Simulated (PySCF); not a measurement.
Diboron tetrachloride, B₂Cl₄, SMILES ClB(Cl)B(Cl)Cl, point group D2d.

Level: PBE0/pcSseg-1 in PySCF (density fitting, grid level 2); geometry and Hessian at that level, cubic constants and property derivatives from steps of ±0.6 along each species' dimensionless normal coordinates, second-order vibrational perturbation theory. The parent has the commonest isotopes.

Equilibrium geometry (Å):

```
atom        x        y        z
 Cl1  -1.6962  -1.2337   0.9015
  B2  -0.8355  -0.0720  -0.0796
 Cl3  -1.7219   0.9373  -1.1970
  B4   0.8395   0.0745   0.0510
 Cl5   1.5383   1.1814   1.2083
 Cl6   1.8882  -0.8794  -0.9705
```

Give the equilibrium and ground-state rotational constants (MHz) of parent; ³⁷Cl at 1.


```csv
species,Ae,Be,Ce,A0,B0,C0,Δ0 (u Å²),harmonic ZPE (cm⁻¹)
parent,1585.2,858.49,853.97,1580.9,854.02,854.49,-320.011,2934
³⁷Cl at 1,1563.6,848.41,840.74,1559.4,845.01,840.25,-320.706,2928
```

Δ0 = Ic − Ia − Ib from the ground-state constants.

How is the parent's vibrational correction B0 − Be made up?


```
axis  harmonic  Coriolis   cubic  total (MHz)
   a      1.64     -3.69   -2.27        -4.33
   b      1.03    -0.366   -5.13        -4.47
   c      1.02    -0.357  -0.137        0.522
```

And its quartic centrifugal distortion constants from the harmonic force field?

Asymmetric top, A reduction, Ir representation: ΔJ = 0.98 kHz, ΔJK = -3.18 kHz, ΔK = 2.38 kHz, δJ = 0.00429 kHz, δK = 301 kHz.

A mode lies under 250 cm⁻¹, where this perturbation treatment is rough. Internal rotors are held in one well.
